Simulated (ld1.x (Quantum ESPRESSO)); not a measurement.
# Ag (Z = 47): variants of one TM semilocal potential

Base potential:

ld1.x (Quantum ESPRESSO) 7.5 input, shortened:

```
&input
   title='Ag', zed=47., rel=1, dft='PZ', iswitch=3,
   config='[Kr] 4d10 5s0.75 5p0.25'
 /
 &inputp
   pseudotype=1, tm=.true., lloc=2,
   nlcc=.true.
 /
3
5S  1  0   0.75   0.00  1.90  1.90  0.0
5P  2  1   0.25   0.00  2.95  2.95  0.0
4D  3  2  10.00   0.00  1.25  1.25  0.0
 &test
   configts(1)='4d10 5s0.75 5p0.25'
 /
```

All-electron outer shells of the reference configuration (LDA (PZ), scalar-relativistic, ld1.x):

```json
{"shell": "4s", "level (eV)": "-95.62", "outermost node (bohr)": "0.44", "outermost maximum (bohr)": "0.82"}
{"shell": "4p", "level (eV)": "-59.21", "outermost node (bohr)": "0.44", "outermost maximum (bohr)": "0.87"}
{"shell": "4d", "level (eV)": "-8.20", "outermost node (bohr)": "0.43", "outermost maximum (bohr)": "1.04"}
{"shell": "5s", "level (eV)": "-5.10", "outermost node (bohr)": "1.11", "outermost maximum (bohr)": "2.46"}
{"shell": "5p", "level (eV)": "-1.17", "outermost node (bohr)": "1.25", "outermost maximum (bohr)": "3.62"}
```

Cutoffs, loose and tight: the cutoffs (Ry, on a coarse ladder) from which the occupation-weighted sum of valence levels, in a spherical-Bessel basis at the reference potential, stays within 10 and 1 mRy of its value at 400 Ry. They do not see the model core or the augmentation charge, which bear on the density cutoff. Test errors are all-electron minus pseudo excitation energies from the reference, over the configurations 4d10 5s1 5p0; 4d10 5s0 5p0; 4d9 5s0 5p0; 4d9 5s1 5p1; 4d8 5s0 5p0; 4d9 5s1 5p0; 4d9 5s2 5p0 (two spin-polarised tests are not counted in the largest error). A dash means not determined; rows that change the core or the reference have their own tests.

A semilocal file is local in each channel, so a ghost entry of none says nothing of the separable form that plane-wave codes build from it.

| change | outcome | cutoff, loose | cutoff, tight | bound ghosts | largest test error (meV) |
| --- | --- | --- | --- | --- | --- |
| base | generated | 80 Ry | 100 Ry | none | -261 |
| wave 5p (bound): rc 2.95 bohr becomes 5p (bound): rc 1.94 bohr | generated | 80 Ry | 100 Ry | none | -268 |
| wave 5p (bound): rc 2.95 bohr becomes 5p (bound): rc 2.32 bohr | generated | 80 Ry | 100 Ry | none | -263 |
| wave 5p (bound): rc 2.95 bohr becomes 5p (bound): rc 2.60 bohr | generated | 80 Ry | 100 Ry | none | -261 |
| wave 5p (bound): rc 2.95 bohr becomes 5p (bound): rc 3.10 bohr | generated | 80 Ry | 100 Ry | none | -262 |
| wave 5p (bound): rc 2.95 bohr becomes 5p (bound): rc 3.24 bohr | generated | 80 Ry | 100 Ry | none | -263 |
| wave 5p (bound): rc 2.95 bohr becomes 5p (bound): rc 3.64 bohr | generated | 80 Ry | 100 Ry | none | -268 |
| wave 5p (bound): rc 2.95 bohr becomes 5p (bound): rc 4.04 bohr | generated | 80 Ry | 100 Ry | none | -273 |
| wave 5p (bound): rc 2.95 bohr becomes 5p (bound): rc 4.30 bohr | generated | 80 Ry | 100 Ry | none | -276 |

Reading the sweep of the p radius (base included, trends over the rows without a ghost): The loose cutoff stays near 80 Ry. The median size of the test errors (rows with all tests solved) stays near 38.6 meV.
